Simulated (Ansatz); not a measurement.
Frontier orbitals of `BrC1B[SiH2]1`.

Total charge 0; spin multiplicity 1. Correlated methods include outer-core shells of Br, which these sets cover unevenly. Scalar relativity is left out up to krypton. Geometry: relaxed with PBE0-D4/def2-TZVP. Basis def2-TZVPP, the Gaussian-basis code of Ansatz.

```tsv
functional	HOMO (eV)	LUMO (eV)	gap (eV)
PBE	-6.08	-2.90	3.18
PBE0	-7.07	-2.02	5.05
B3LYP	-6.85	-2.18	4.67
BHLYP	-7.89	-1.00	6.89
CAM-B3LYP	-8.25	-0.90	7.35
ωB97M-V	-9.09	-0.09	9.00
HF	-9.19	1.35	10.54
```

From PBE to PBE0 the HOMO moves by −0.99 eV and the LUMO by +0.88 eV, and with ωB97M-V by −3.01 and +2.81 eV, so the gap grows from 3.18 to 9.00 eV with exact exchange.

B3LYP here is the variant with VWN-RPA as its local correlation; programs differ in this.
